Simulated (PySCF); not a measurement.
A small calculation by hand: chemical shift, span and skew from a shielding tensor

CH8GeOSi, SMILES O[CH2][GeH2][SiH3]. Atoms are numbered in the order given.

```xyz
12

O     -2.6132     0.7299     0.5442
C     -1.2418     0.8297     0.8272
Ge    -0.1468    -0.3476    -0.3323
Si     2.1946    -0.0890     0.0409
H     -2.7586     1.0416    -0.3551
H     -0.8632     1.8686     0.7601
H     -1.0992     0.5127     1.8717
H     -0.4847     0.0232    -1.7965
H     -0.5761    -1.8126    -0.1184
H      2.5316    -0.4411     1.4552
H      2.9826    -0.9713    -0.8730
H      2.5968     1.3316    -0.2002
```

Geometry: PBE0-D3(BJ)/def2-SVP. The structure was generated by enumeration, and PubChem lists no compound with its InChIKey, so it may never have been made. The values are those of a single conformer.

GIAO shieldings from PBE0/pcSseg-1 (PySCF), non-relativistic, no solvent. The symmetric part of the tensor of Si4 has the principal values 453.6, 455.2, 467.6 ppm. The same nucleus in TMS has σ = 352.7 ppm at this level (PySCF, at its B3LYP-D3(BJ)/def2-TZVP geometry).

### Question
Work out the isotropic shielding, the ²⁹Si shift against TMS, the span and the skew.

### Answer

σ(iso) = (σ11 + σ22 + σ33)/3 = 458.8 ppm. δ = σ(ref) − σ(iso) = 352.7 − (458.8) = -106.1 ppm.
Span Ω = σ33 − σ11 = 14.0 ppm. Skew κ = 3(σ(iso) − σ22)/Ω = 0.77. Tumbling in solution averages the tensor to δ; in a static solid the shielding alone would spread this spin-1/2 line over Ω.
